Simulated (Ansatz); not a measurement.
`C[O][Sn][Cl]` + `F[CH2][GeH3]` → `C[O][Sn][F]` + `Cl[CH2][GeH3]` at 500 K and 1 bar (redistribution).

Isolated molecules relaxed with PBE0-D4/def2-TZVP in Ansatz; ΔE leaves out vibrations. CCSD(T)/CBS is the MP2 limit (def2-TZVPP, def2-QZVPP) plus CCSD(T) − MP2 in def2-TZVPP, frozen cores. Elements past krypton have def2 core potentials. For Ge, Sn outer-core shells are correlated without core-valence functions, which leaves a few kJ/mol of doubt a bond. Scalar relativity is left out up to krypton. One conformer a species, not always the lowest.

```json
{"species": "`C[O][Sn][Cl]`", "CCSD(T)/CBS energy (Eh)": "-788.90874", "H − E (kJ/mol)": "147.6", "S (J/(mol·K))": "390.8"}
{"species": "`F[CH2][GeH3]`", "CCSD(T)/CBS energy (Eh)": "-2216.93494", "H − E (kJ/mol)": "172.4", "S (J/(mol·K))": "348.2"}
{"species": "`C[O][Sn][F]`", "CCSD(T)/CBS energy (Eh)": "-428.91146", "H − E (kJ/mol)": "148.3", "S (J/(mol·K))": "377.3"}
{"species": "`Cl[CH2][GeH3]`", "CCSD(T)/CBS energy (Eh)": "-2576.93687", "H − E (kJ/mol)": "170.1", "S (J/(mol·K))": "359.7"}
```

H − E and S are ideal-gas, rigid-rotor, harmonic terms from PBE0-D4/def2-TZVP, for one conformer and one mirror image of each species. 1 Eh = 2625.50 kJ/mol, R = 8.31446 J/(mol·K).

Problem. By hand: ΔE, ΔH, ΔS and ΔG.

Solution. ΔE = (-428.91146) + (-2576.93687) − (-788.90874) − (-2216.93494) = -0.00465 Eh = -12.2 kJ/mol. Δ(H − E) = 148.3 + 170.1 − 147.6 − 172.4 = -1.6, so ΔH = -13.8 kJ/mol. ΔS = 377.3 + 359.7 − 390.8 − 348.2 = -2.0 J/(mol·K). ΔG = -13.8 − 500 × (-2.0)/1000 = -12.8 kJ/mol.

Problem. By hand: the equilibrium constant, and the temperature at which ΔG would vanish if ΔH and ΔS stayed fixed.

Solution. log₁₀ K = −ΔG/(RT ln 10) = 1.3. ΔG = 0 at ΔH/ΔS = 6900 K, far beyond where these terms or the molecules hold.

The number of gas molecules stays the same, so ΔS is small and ΔH decides. A doubt of 5 kJ/mol in ΔE shifts log₁₀ K by 0.5 here. Other conformers and mirror images would add mixing entropy, several J/(mol·K) or more a flexible species. These are equilibria of isolated gas molecules and say nothing of rates. Largest T1 diagnostic: 0.017 (customary marks: 0.02 for closed shells, 0.045 for open ones).
